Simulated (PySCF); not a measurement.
CH$_{3}$Mg (SMILES [CH3][Mg]), doublet, geometry from GFN2-xTB (such geometries of metal compounds can be far from the true shape) (the spin is typed, not shown lowest) (in this run its highest filled SCF level lies above zero, so its values depend strongly on the basis, on diffuse functions most of all). Base run: PBE/STO-3G run with PySCF.

Input for PySCF:
```python
from pyscf import gto, scf, dft

mol = gto.M(
    atom='''
Mg   -0.70041939   -0.42345441   -0.55685175
C     0.84148593    0.50873938    0.66900334
H     1.39079728   -0.24323880    1.24644507
H     0.40242325    1.22235601    1.37513956
H     1.56289657    1.04989940    0.04661630
''',
    basis='sto-3g',
    spin=1,
    verbose=4,
)

mf = dft.UKS(mol)
mf.xc = 'pbe'
mf.kernel()
mo_i, mo_e, stable_i, stable_e = mf.stability(internal=True, external=False, return_status=True, nroots=6, tol=1e-6)
print('internally stable:', stable_i, ' externally stable:', stable_e)
if not stable_i:
    umf = mf.copy()
    umf.scf_summary = {}
    umf.kernel(umf.make_rdm1(mo_i, mf.mo_occ))
mf.analyze()
```

The bond that is stretched is that between atoms 1 and 2. A test that says stable can miss a lower solution.

The base run was repeated with changes; each row names its change, and settings that it needs were set with it.

```tsv
change	ΔE vs base (kcal/mol)	<S^2>	stability test says	outcome
base	0.000	0.751	internally stable (external not tested)	converged
bond × 1.25	31.09	0.755	internally stable (external not tested)	converged
bond × 1.5	55.53	0.754	internally stable (external not tested)	converged
bond × 1.8	67.4	0.752	internally stable (external not tested)	converged
bond × 2.2	-	-	-	not converged
bond × 3.0	-	-	-	not converged
```

On stretching, the SCF can end on different states; <S^2> shows the spin contamination of each.
